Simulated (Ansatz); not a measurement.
Coupled-cluster run, CH$_{3}$BN$_{2}$ (`N=C1BN1`).

```yaml
crystal:
  periodic: [false, false, false]
  atoms:
    - {symbol: N, position_ang: [-1.387861, 0.620894, -0.862429]}
    - {symbol: C, position_ang: [-0.493852, 0.217800, -0.078094]}
    - {symbol: B, position_ang: [0.265405, -0.123056, 1.183656]}
    - {symbol: N, position_ang: [0.786753, -0.362373, -0.073199]}
    - {symbol: H, position_ang: [-1.124937, 0.499373, -1.840542]}
    - {symbol: H, position_ang: [0.514687, -0.233134, 2.334328]}
    - {symbol: H, position_ang: [1.501005, -0.687506, -0.709419]}
basis:
  gaussian: {orbitals: def2-TZVPP}
correlation: {method: ccsd_t}
output: {orbitals: {seedname: orbitals}}
```

```sh
$ ansatz run in.yaml --threads 2 --pin off --events-out ev --progress --plain --max-ram 4352MiB
```

Output of Ansatz, abridged:

```
Functional definition: HF
1006 factors; integrals over basis functions are off by at most 1.5e-3 eV
mean field evaluation 1: about -4710.0388 eV, gradient 3.7e1 eV
mean field evaluation 2: about -4710.0447 eV, gradient 3.7e1 eV
mean field evaluation 4: about -4713.3074 eV, gradient 3.7e0 eV
mean field evaluation 8: about -4713.3642 eV, gradient 2.3e-1 eV
mean field evaluation 16: about -4713.3524 eV, gradient 1.4e0 eV
mean field -4713.36458369 eV, -173.2129536173 hartree, gradient 6.2e-6 eV, S^2 0.000000; 0 other end points of the search recorded, 0 dependent functions left out
4 core orbitals not correlated: weight in the atoms' cores, before any rotation towards them, 1.000 or more for the frozen orbitals, at most 0.000 for the correlated occupied ones
reference -4713.36458369 eV, -173.2129536173 hartree; 10, 10 occupied and 152, 152 virtual orbitals, 1006 factors
second order -17.72934887 eV of doubles, -0.00000000 eV of singles
cycle   1  -17.58511101 eV  change    1.4e-1 eV  update   1.0e-1
cycle   2  -18.06445171 eV  change   -4.8e-1 eV  update   3.1e-2
cycle   3  -18.18058607 eV  change   -1.2e-1 eV  update   1.6e-2
cycle   4  -18.16689264 eV  change    1.4e-2 eV  update   4.4e-3
cycle   5  -18.16661259 eV  change    2.8e-4 eV  update   1.9e-3
cycle   6  -18.16722990 eV  change   -6.2e-4 eV  update   6.0e-4
cycle   7  -18.16675421 eV  change    4.8e-4 eV  update   2.2e-4
cycle   8  -18.16668181 eV  change    7.2e-5 eV  update   7.1e-5
cycle   9  -18.16670691 eV  change   -2.5e-5 eV  update   3.0e-5
cycle  10  -18.16669886 eV  change    8.1e-6 eV  update   1.1e-5
perturbative correction -0.88530798 eV, -0.0325344681 hartree
Total energy: -4732.41659052 eV, -173.9131019545 hartree
```

Hardware: 2 threads of an Intel Xeon Platinum 8259CL on a shared host. Wall time 25 s, peak host memory 1.4 GiB.

MP2 recovers 93.1 % of the CCSD(T) correlation energy and the triples give 4.6 %; T1 = 0.0151.
